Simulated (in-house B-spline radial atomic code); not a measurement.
Ionising Pm III (Pm2+) with different functionals

Computed with a radial B-spline atomic code at the basis-set limit: scalar-relativistic (spin-free X2C) Hamiltonian, Fermi nucleus of rms radius 4.962 fm, spin-polarised at highest spin, spherical fractional occupations for the functionals, and exact exchange of hybrids averaged over the configuration. The ionisation energy is the difference of two self-consistent energies, [Xe] 4f5 → [Xe] 4f4, without Breit or QED terms; ε is the level of the shell that loses the electron (its least bound occupied spin orbital). There is no spin-orbit coupling in this Hamiltonian.

| method | rung | ΔSCF (eV) | -ε(4f) (eV) |
| --- | --- | --- | --- |
| PBE0 | global hybrid | 23.77 | 18.69 |
| B3LYP | global hybrid | 23.86 | 18.20 |
| TPSSh | global hybrid | 23.94 | 17.09 |
| BHandHLYP | global hybrid | 23.01 | 20.97 |
| r2SCAN0 | global hybrid | 23.77 | 18.69 |
| B97-1 | global hybrid | 23.78 | 18.22 |
| HSE06 | range-separated hybrid | 23.72 | 18.23 |
| wB97X | range-separated hybrid | 23.61 | 21.00 |
| CAM-B3LYP | range-separated hybrid | 23.76 | 20.09 |
| LC-wPBE | range-separated hybrid | 23.95 | 21.25 |

(1) Among the functionals, which spreads more, the ΔSCF values or the orbital energies?

(2) How do they compare with the NIST value?

Results:

(1) The orbital energies: ΔSCF values span about 0.94 eV and the orbital energies 4.16 eV; here energy differences depend much less on the functional than eigenvalues do.

(2) NIST lists 22.44 eV ± 0.08 (semi-empirical, ground level to ground level). Errors run from +0.57 to +1.51 eV; BHandHLYP is closest (+0.57 eV), but part of that can be cancellation, since the calculations leave out spin-orbit coupling, Breit-QED terms, multiplet and fine-structure energies.
